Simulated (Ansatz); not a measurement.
# Energy profile

The step: SiH₄O₄ ([OH][Si]([OH])([OH])[OH]) + HF → SiH₃O₃F ([OH][Si]([OH])([OH])[F]) + H₂O; bonds formed: Si1–F7, O2–H6; bonds broken: Si1–O2, H6–F7 (atoms numbered as in the saddle structure below).

```
atom    x (Å)    y (Å)    z (Å)
 Si1  -0.1763  -0.2746   0.1127
  O2   0.2752   1.3798   0.6427
  O3  -0.7152  -0.4633  -1.4186
  O4  -1.6007  -0.2026   0.9324
  O5   0.6775  -1.4170   0.8879
  H6   1.0866   1.3307  -0.0539
  F7   1.5757   0.3113  -0.7511
  H8  -0.4022   2.0556   0.5396
  H9  -0.0093  -0.4638  -2.0692
 H10  -2.2958  -0.7687   0.5958
 H11   1.5844  -1.4875   0.5815
```

Electronic energies by CCSD(T) at an estimated basis limit (MP2 extrapolated from triple and quadruple zeta, plus CCSD(T) − MP2 in triple zeta), on PBE0-D4/def2-TZVP structures; SiH5O4F, closed shell; no counterpoise correction. Computed with Ansatz 0.2.0 (basis: def2-TZVPP and def2-QZVPP); correlated methods freeze the cores. Extrapolation: Hartree–Fock as exp(−7.88 √X), correlation as X^−2.97.

(1) Give the profile in kJ/mol, counted from the separated reactants. (An estimate is asked for; the value comes from the calculation.)

T1 diagnostic: at most 0.012.

Answers

(1) By the calculation:
```
                                                                                                                         point  kJ/mol
 separated: SiH4O4 (linked as [OH][Si]([OH])([OH])[OH]; Si1, O2, O3, O4, O5, H8, H9, H10, H11; singlet) + HF (H6, F7; singlet)     0.0
                                                                                                               start structure   -41.2
                                                                                                                        saddle    61.1
                                                                                                                 end structure   -75.8
separated: SiH3O3F (linked as [OH][Si]([OH])([OH])[F]; Si1, O3, O4, O5, F7, H9, H10, H11; singlet) + H2O (O2, H6, H8; singlet)   -40.0
```

Steps of this kind, hydrogen fluoride cutting a network bond, underlie vapour etching and the fluorination step of atomic layer etching.

For scale, one of the runs: CCSD(T)/def2-TZVPP, 267 basis functions, launched by `ansatz run in.yaml --threads 8 --pin off --events-out ev --progress --plain --max-ram 19148MiB`. The run took 2.9 min on 8 CPU threads of an Arm Neoverse V2 (shared host), with 7.5 GiB of host memory at its peak.
